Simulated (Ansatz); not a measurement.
Born–Oppenheimer molecular dynamics of BrCl2Ge2H5 (10 atoms, charge 0, multiplicity 1). It starts at the highest image of a converged band. Of that band: Neighbouring images differ by up to 1.9 eV, so the band resolves the path poorly. A vibrational analysis at the climbing image gives one clearly imaginary mode, 647i cm⁻¹: a first-order saddle point.

All numbers below come from RHF/def2-SVP (Ansatz 0.2.0).

```
ensemble                      : NVE (velocity Verlet)
time step                     : 0.5 fs
steps asked                   : 200
starting velocities drawn for : 100 K
seed                          : 2203
```

Frames 0.5 fs apart, positions in Å, forces in eV/Å.

Velocities at 55 fs (Å/ps):

```
Ge 5.17 -0.57 1.88
H 10.37 15.02 26.24
Cl 5.90 -1.89 -6.78
Cl -1.87 -2.79 -1.22
Ge 1.19 1.05 -1.02
H 12.44 2.08 0.12
H 5.23 3.08 -3.85
H -4.82 7.42 -5.64
Br -7.06 1.41 2.71
H -63.48 -9.79 -12.45
```

```xyz
10
Properties=species:S:1:pos:R:3:forces:R:3 time_fs=55 energy_less_start_eV=-0.740 T=818
Ge -0.077 -0.042 -0.058 0.62 0.24 -1.65
H -0.256 0.210 1.345 -0.01 0.15 1.78
Cl 2.092 -0.252 -0.162 0.05 -0.01 -0.36
Cl -0.673 1.919 -0.913 0.30 -0.78 -0.10
Ge -1.160 -2.121 -0.942 -0.61 0.86 0.86
H -1.232 -3.006 0.332 -0.08 0.13 -0.40
H -2.558 -1.732 -1.486 0.28 -0.21 0.20
H -0.348 -2.755 -2.004 0.60 -0.39 -0.68
Br -2.965 0.043 1.337 -2.67 1.54 4.03
H -3.551 0.651 2.806 1.52 -1.53 -3.68
10
Properties=species:S:1:pos:R:3:forces:R:3 time_fs=55.5 energy_less_start_eV=-0.787 T=862
Ge -0.074 -0.042 -0.057 0.57 0.31 -1.28
H -0.251 0.217 1.360 0.04 0.07 1.39
Cl 2.095 -0.253 -0.165 0.03 -0.01 -0.36
Cl -0.674 1.918 -0.914 0.30 -0.79 -0.10
Ge -1.160 -2.121 -0.942 -0.58 0.86 0.87
H -1.226 -3.005 0.331 -0.09 0.12 -0.40
H -2.555 -1.731 -1.488 0.26 -0.21 0.21
H -0.350 -2.751 -2.007 0.61 -0.39 -0.68
Br -2.968 0.043 1.339 -2.71 1.52 3.98
H -3.580 0.644 2.795 1.58 -1.51 -3.64
10
Properties=species:S:1:pos:R:3:forces:R:3 time_fs=56 energy_less_start_eV=-0.875 T=947
Ge -0.072 -0.042 -0.056 0.52 0.40 -0.85
H -0.246 0.225 1.379 0.08 -0.02 0.95
Cl 2.098 -0.254 -0.169 0.01 -0.01 -0.36
Cl -0.675 1.916 -0.914 0.31 -0.79 -0.09
Ge -1.159 -2.120 -0.943 -0.51 0.85 0.83
H -1.220 -3.003 0.330 -0.10 0.11 -0.38
H -2.551 -1.730 -1.489 0.22 -0.20 0.21
H -0.350 -2.749 -2.013 0.59 -0.36 -0.64
Br -2.972 0.044 1.340 -2.73 1.48 3.89
H -3.607 0.634 2.776 1.62 -1.47 -3.55
10
Properties=species:S:1:pos:R:3:forces:R:3 time_fs=56.5 energy_less_start_eV=-0.996 T=1063
Ge -0.069 -0.042 -0.055 0.48 0.50 -0.42
H -0.240 0.233 1.399 0.13 -0.11 0.49
Cl 2.101 -0.255 -0.172 -0.01 0.00 -0.35
Cl -0.676 1.915 -0.915 0.31 -0.80 -0.09
Ge -1.159 -2.120 -0.943 -0.41 0.81 0.75
H -1.214 -3.001 0.328 -0.11 0.08 -0.35
H -2.547 -1.730 -1.490 0.17 -0.18 0.20
H -0.349 -2.748 -2.019 0.54 -0.32 -0.56
Br -2.976 0.045 1.342 -2.72 1.41 3.73
H -3.629 0.620 2.748 1.62 -1.40 -3.39
10
Properties=species:S:1:pos:R:3:forces:R:3 time_fs=57 energy_less_start_eV=-1.140 T=1202
Ge -0.066 -0.043 -0.055 0.44 0.59 0.00
H -0.235 0.240 1.421 0.17 -0.19 0.04
Cl 2.104 -0.256 -0.176 -0.02 0.00 -0.35
Cl -0.677 1.913 -0.916 0.32 -0.80 -0.08
Ge -1.158 -2.119 -0.944 -0.27 0.77 0.63
H -1.209 -2.999 0.324 -0.12 0.04 -0.31
H -2.543 -1.730 -1.490 0.11 -0.16 0.18
H -0.347 -2.747 -2.028 0.46 -0.26 -0.45
Br -2.979 0.046 1.344 -2.67 1.31 3.48
H -3.647 0.603 2.712 1.58 -1.29 -3.14
10
Properties=species:S:1:pos:R:3:forces:R:3 time_fs=57.5 energy_less_start_eV=-1.293 T=1349
Ge -0.064 -0.043 -0.054 0.41 0.67 0.38
H -0.228 0.248 1.444 0.20 -0.28 -0.36
Cl 2.107 -0.257 -0.179 -0.04 0.00 -0.35
Cl -0.677 1.911 -0.916 0.32 -0.81 -0.07
Ge -1.157 -2.118 -0.944 -0.11 0.71 0.49
H -1.204 -2.997 0.321 -0.12 0.00 -0.26
H -2.538 -1.730 -1.490 0.04 -0.14 0.16
H -0.343 -2.747 -2.037 0.37 -0.18 -0.32
Br -2.983 0.047 1.346 -2.53 1.15 3.10
H -3.662 0.583 2.669 1.46 -1.13 -2.76
10
Properties=species:S:1:pos:R:3:forces:R:3 time_fs=58 energy_less_start_eV=-1.439 T=1489
Ge -0.061 -0.043 -0.053 0.40 0.74 0.70
H -0.222 0.254 1.465 0.22 -0.35 -0.71
Cl 2.110 -0.258 -0.183 -0.06 0.01 -0.35
Cl -0.678 1.910 -0.917 0.32 -0.81 -0.06
Ge -1.157 -2.118 -0.944 0.07 0.65 0.32
H -1.199 -2.995 0.316 -0.13 -0.05 -0.21
H -2.533 -1.731 -1.489 -0.04 -0.12 0.14
H -0.339 -2.747 -2.047 0.27 -0.10 -0.17
Br -2.987 0.048 1.348 -2.29 0.92 2.53
H -3.673 0.560 2.619 1.23 -0.90 -2.20
10
Properties=species:S:1:pos:R:3:forces:R:3 time_fs=58.5 energy_less_start_eV=-1.553 T=1597
Ge -0.058 -0.043 -0.052 0.38 0.80 0.97
H -0.215 0.260 1.484 0.23 -0.41 -1.00
Cl 2.112 -0.259 -0.186 -0.08 0.01 -0.34
Cl -0.679 1.908 -0.918 0.33 -0.81 -0.05
Ge -1.157 -2.117 -0.945 0.26 0.59 0.15
H -1.195 -2.993 0.311 -0.13 -0.10 -0.14
H -2.529 -1.732 -1.488 -0.11 -0.09 0.11
H -0.334 -2.748 -2.057 0.17 -0.01 -0.02
Br -2.991 0.049 1.350 -1.87 0.59 1.72
H -3.681 0.535 2.563 0.83 -0.57 -1.39
10
Properties=species:S:1:pos:R:3:forces:R:3 time_fs=59 energy_less_start_eV=-1.604 T=1643
Ge -0.056 -0.043 -0.051 0.38 0.85 1.18
H -0.207 0.264 1.502 0.23 -0.45 -1.23
Cl 2.115 -0.260 -0.190 -0.10 0.01 -0.34
Cl -0.680 1.906 -0.918 0.33 -0.82 -0.04
Ge -1.156 -2.116 -0.945 0.44 0.53 -0.03
H -1.190 -2.992 0.306 -0.14 -0.15 -0.07
H -2.524 -1.734 -1.487 -0.19 -0.07 0.08
H -0.328 -2.748 -2.068 0.06 0.07 0.13
Br -2.995 0.050 1.352 -1.22 0.15 0.60
H -3.687 0.508 2.505 0.19 -0.12 -0.27
10
Properties=species:S:1:pos:R:3:forces:R:3 time_fs=59.5 energy_less_start_eV=-1.561 T=1601
Ge -0.053 -0.043 -0.050 0.38 0.88 1.33
H -0.199 0.268 1.516 0.22 -0.49 -1.40
Cl 2.118 -0.261 -0.194 -0.11 0.02 -0.34
Cl -0.681 1.904 -0.919 0.33 -0.82 -0.03
Ge -1.155 -2.116 -0.945 0.61 0.49 -0.20
H -1.187 -2.990 0.300 -0.14 -0.20 0.00
H -2.520 -1.735 -1.486 -0.26 -0.05 0.05
H -0.322 -2.749 -2.078 -0.03 0.15 0.27
Br -3.000 0.051 1.354 -0.27 -0.43 -0.86
H -3.693 0.481 2.445 -0.73 0.45 1.19
10
Properties=species:S:1:pos:R:3:forces:R:3 time_fs=60 energy_less_start_eV=-1.416 T=1463
Ge -0.050 -0.043 -0.049 0.38 0.89 1.42
H -0.190 0.270 1.527 0.21 -0.51 -1.52
Cl 2.121 -0.262 -0.197 -0.13 0.02 -0.34
Cl -0.681 1.902 -0.920 0.34 -0.82 -0.02
Ge -1.155 -2.115 -0.946 0.77 0.45 -0.35
H -1.183 -2.989 0.295 -0.14 -0.26 0.06
H -2.517 -1.737 -1.484 -0.32 -0.02 0.03
H -0.317 -2.749 -2.087 -0.12 0.22 0.39
Br -3.004 0.052 1.356 0.96 -1.09 -2.58
H -3.700 0.456 2.389 -1.94 1.12 2.91
10
Properties=species:S:1:pos:R:3:forces:R:3 time_fs=60.5 energy_less_start_eV=-1.204 T=1263
Ge -0.047 -0.044 -0.048 0.39 0.89 1.47
H -0.180 0.271 1.534 0.18 -0.52 -1.59
Cl 2.124 -0.263 -0.201 -0.14 0.02 -0.34
Cl -0.682 1.900 -0.920 0.34 -0.82 -0.01
Ge -1.154 -2.114 -0.946 0.90 0.42 -0.49
H -1.180 -2.989 0.289 -0.14 -0.30 0.12
H -2.514 -1.738 -1.482 -0.37 -0.01 0.00
H -0.311 -2.748 -2.096 -0.20 0.28 0.50
Br -3.008 0.052 1.358 2.33 -1.73 -4.27
H -3.713 0.432 2.339 -3.29 1.76 4.60
```

Of the whole run (100 fs, mean temperature of the second half 1480 K): The conserved energy stayed within 0.95 meV per atom of its start (net change 0.68 meV per atom), so the integration is sound. The kinetic energy rose, since the run started high on the potential surface and went downhill. It ends in pieces (BrH + Cl2Ge2H4), so much of that is their flight and rotation, not heat. A run of 0.1 ps of so small a system gives no equilibrium averages. The orbitals stay closed-shell, which can raise the energy where a bond breaks towards radicals; this wasn't checked here.

Time of the run: 11 min on 4 threads of Arm Neoverse V2 (shared host), peak memory 0.62 GiB.
